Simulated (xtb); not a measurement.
B(CCH)(Me)2 (C₄H₇B), SMILES C#CB(C)C. All values are semi-empirical tight-binding results from xtb (GFN2-xTB unless named), good for trends rather than for accurate numbers. Coordinates come from a GFN2-xTB optimisation.

Optimised geometry:

```xyz
12

B      0.3415     0.1879     0.0305
C     -0.9781    -0.5339    -0.0903
C     -2.0308    -1.1125    -0.1897
H     -2.9517    -1.6142    -0.2753
C      0.5151     1.6014    -0.6491
H      1.5464     1.8237    -0.9142
H      0.2051     2.3664     0.0645
H     -0.1054     1.7353    -1.5326
C      1.5172    -0.4888     0.8369
H      2.2890     0.2114     1.1475
H      1.9987    -1.2289     0.1962
H      1.1703    -1.0306     1.7145
```

Computed properties:
The orbital gap comes out as 3.87 eV and the dipole moment is 0.20 D. The zero-point energy comes out as 59.4 kcal/mol. The G − E(el) at 298.15 K (modified RRHO) comes out as 40.0 kcal/mol and the static polarisability (D4 model) is 57.0 bohr³. The solvation energy, GFN2-xTB/ALPB(water) is -1.0 kcal/mol and the solvation energy, GFN2-xTB/ALPB(acetone) is -5.5 kcal/mol.

### Question
Give the IR lines (harmonic; lines under 4 % of the strongest left out, lines within 3 cm⁻¹ merged). (Estimate from the structure and the level; the computed values follow.)

### Answer
ν (cm⁻¹): 662 (w), 861 (vs), 870 (w), 1139 (vs), 1193 (vs), 1379 (m), 1384 (w), 2197 (m), 2991 (m), 3028 (m), 3033 (s) (against the strongest line: vs over 80 %, s over 45 %, m over 15 %, w over 4 %, vw less)

### Question
Give the atomic charges and the Wiberg bond orders between heavy atoms. (An estimate is asked for; the answer gives what the named calculation found.)

### Answer
charges (e) B1 0.26, C2 -0.10, C3 -0.08, H4 0.07, C5 -0.18, H6 0.03, H7 0.05, H8 0.03, C9 -0.18, H10 0.03, H11 0.05, H12 0.03. Bond orders B1–C2 1.06, C2–C3 2.85, B1–C5 1.03, B1–C9 1.02.
